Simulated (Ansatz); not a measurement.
Calculated with Ansatz (gas phase, PBE0-D4/def2-TZVP geometries, no zero-point term in ΔE). CCSD(T)/CBS adds triple-zeta CCSD(T) − MP2 to the extrapolated MP2 energy (def2 sets, frozen cores). This one scheme is used for every species. Functionals use def2-TZVPP. B3LYP here is the variant with VWN-RPA as its local correlation; programs differ in this. HSE06 is defined as in plane-wave codes. One conformer a species, not always the lowest.

`CCBS` + `C[SiH3]` → `C[SiH2]BS` + `CC`  (formal exchange of groups at a B–C bond)

```json
{"level": "LDA (SPW92)", "ΔE (kcal/mol)": "2.0", "difference from CCSD(T)/CBS": "-0.2"}
{"level": "PBE-D4", "ΔE (kcal/mol)": "0.6", "difference from CCSD(T)/CBS": "-1.6"}
{"level": "BLYP-D4", "ΔE (kcal/mol)": "1.6", "difference from CCSD(T)/CBS": "-0.6"}
{"level": "r2SCANh-D4", "ΔE (kcal/mol)": "2.0", "difference from CCSD(T)/CBS": "-0.2"}
{"level": "BHLYP-D4", "ΔE (kcal/mol)": "2.7", "difference from CCSD(T)/CBS": "0.5"}
{"level": "ωB97X-V", "ΔE (kcal/mol)": "2.6", "difference from CCSD(T)/CBS": "0.4"}
{"level": "B2PLYP", "ΔE (kcal/mol)": "2.6", "difference from CCSD(T)/CBS": "0.4"}
{"level": "r2SCAN", "ΔE (kcal/mol)": "1.8", "difference from CCSD(T)/CBS": "-0.4"}
{"level": "PBE0", "ΔE (kcal/mol)": "1.4", "difference from CCSD(T)/CBS": "-0.8"}
{"level": "B3LYP", "ΔE (kcal/mol)": "2.3", "difference from CCSD(T)/CBS": "0.1"}
{"level": "HSE06", "ΔE (kcal/mol)": "1.4", "difference from CCSD(T)/CBS": "-0.8"}
{"level": "CAM-B3LYP", "ΔE (kcal/mol)": "3.2", "difference from CCSD(T)/CBS": "1.0"}
{"level": "CCSD(T)/def2-SVP", "ΔE (kcal/mol)": "3.0", "difference from CCSD(T)/CBS": "0.8"}
{"level": "CCSD/def2-TZVPP", "ΔE (kcal/mol)": "2.7", "difference from CCSD(T)/CBS": "0.5"}
{"level": "SCS-MP2/def2-QZVPP", "ΔE (kcal/mol)": "3.4", "difference from CCSD(T)/CBS": "1.2"}
{"level": "CCSD/CBS(def2)", "ΔE (kcal/mol)": "2.6", "difference from CCSD(T)/CBS": "0.4"}
{"level": "CCSD(T)/CBS", "ΔE (kcal/mol)": "2.2", "difference from CCSD(T)/CBS": "0"}
```

Largest T1 diagnostic among the species: 0.014.

In def2-TZVPP, CCSD(T) changes the Hartree–Fock value by −1.9 kcal/mol (the triples alone add −0.3 kcal/mol) and MP2 by −0.9 kcal/mol. From PBE to PBE0 (25 % exact exchange), in def2-TZVPP and without D4, ΔE moves by +0.7 kcal/mol. At CCSD(T), def2-SVP lies +0.8 kcal/mol from the extrapolated value and def2-TZVPP +0.2 kcal/mol.
